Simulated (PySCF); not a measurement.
## Magnetisability: `CCOC(=O)C(=O)O[C@H](C)CC`, C8H14O4

Cartesian coordinates in Å; atom numbers follow the order of the lines, from 1:
```xyz
26

C     4.0776    0.6045   -1.1486
C     3.8458   -0.1004    0.1798
O     2.5334    0.1660    0.6873
C     1.5444   -0.5840    0.2359
O     1.6409   -1.4788   -0.5610
C     0.2136   -0.1697    0.9021
O     0.1515    0.5057    1.8953
O    -0.7956   -0.6768    0.2272
C    -2.1365   -0.4240    0.6906
C    -2.7929   -1.7700    0.9707
C    -2.8763    0.3672   -0.3890
C    -2.2741    1.7510   -0.6006
H     5.1058    0.4534   -1.4647
H     3.8897    1.6703   -1.0447
H     3.4122    0.1987   -1.9069
H     4.5239    0.2725    0.9495
H     3.9662   -1.1823    0.0631
H    -2.0674    0.1682    1.6118
H    -2.2218   -2.3178    1.7159
H    -2.8302   -2.3598    0.0586
H    -3.8029   -1.6193    1.3410
H    -2.8376   -0.2011   -1.3199
H    -3.9205    0.4597   -0.0864
H    -1.2447    1.6721   -0.9432
H    -2.8420    2.2988   -1.3482
H    -2.2837    2.3184    0.3277
```

Computed with GIAO CAM-B3LYP/pcSseg-1 magnetisability, rotational g tensor and spin-rotation constants, non-relativistic, gas phase (PySCF). Geometry: GFN2-xTB.

(1) How diamagnetic is it, and how anisotropic?

(2) Split it along the inertial axes a, b, c into diamagnetic and paramagnetic parts about the centre of mass, with the quadrupole moment.

(3) And the rotational g tensor?

Answers

(1) Isotropic -1788 × 10⁻³⁰ J/T², or -107.7 × 10⁻⁶ cm³/mol; principal values -2031, -1730, -1603 × 10⁻³⁰ J/T², anisotropy 380 × 10⁻³⁰ J/T² (root of half the summed squared differences of the principal values). The susceptibility is in cgs units.

(2) 
| axis | χ (10⁻⁶ cm³/mol) | diamagnetic (10⁻⁶ cm³/mol) | paramagnetic (10⁻⁶ cm³/mol) | summed x² of all electrons (Å²) | quadrupole Θ (D Å) |
| --- | --- | --- | --- | --- | --- |
| a | -104.3 | -850.4 | 746.1 | 605.4 | +23.11 |
| b | -120.7 | -2898.2 | 2777.4 | 122.7 | -3.97 |
| c | -98.0 | -3089.0 | 2991.0 | 77.7 | -19.15 |

Anisotropies 2χaa − χbb − χcc = +10.2 and 2χbb − χaa − χcc = -39.1 × 10⁻⁶ cm³/mol. Θ is traceless in Buckingham's convention.

(3) 
```tsv
axis	rotational constant (GHz)	g	nuclear part	electronic part
a	1.7759	-0.0267	0.5957	-0.6224
b	0.4453	+0.0001	0.5811	-0.5810
c	0.4207	-0.0027	0.5885	-0.5911
```
Asymmetric top; isotopes 12C, 1H, 16O; no vibrational averaging.
